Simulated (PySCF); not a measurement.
An unknown shows these calculated signals:

1H NMR (600 MHz, computed): δ 6.34 (m, 1H), 5.86 (m, 1H), 5.65 (m, 1H).

13C{1H} NMR (computed): δ 160.0 (C), 129.6 (C), 117.5 (CH), 105.8 (CH2).

Calculated, not measured (PySCF 2.14.0 with density-fitted response routines): σ from GIAO-PBE0/pcSseg-1, coordinates at the GFN2-xTB level. Fast rotation and ring inversion assumed for equivalent nuclei, non-relativistic Hamiltonian, one conformer, isolated molecule.

Shifts are taken against calculated references (same method and geometry level): 1H and 13C against TMS.

Which of these does the molecule contain: a CF3 group, a Si–CH3 group, an OH group, a CH3CH2 unit, a non-aromatic C=C double bond?

Results:


- A CF3 group: yes (δC 129.6).
- A Si–CH3 group: no.
- An OH group: no.
- A CH3CH2 unit: no.
- A non-aromatic C=C double bond: yes.

The data belong to `C=C(OC(F)(F)F)C(F)F`, C4H3F5O; they needn't prove each group on their own.

Carbon signals by region: 4 in the sp2 and nitrile region (100–160 ppm).

Splittings by 19F in the carbon and heteronuclear signals aren't shown, as no couplings were computed. Shifts are as computed. Against solution values, carbons near 30 ppm lie about +3 ppm off and those near 130 ppm about +5 ppm. Of 1211 compounds with measured shifts, 218 miss one by over three times the rms of a fit or turn the order of signals round; such compounds aren't used in these exercises. No couplings were computed; multiplicities are counted from neighbouring protons, with m where these are inequivalent, close in shift, in a saturated or five-membered ring or joined by F or P, and br s for small geminal =CH2 splittings.
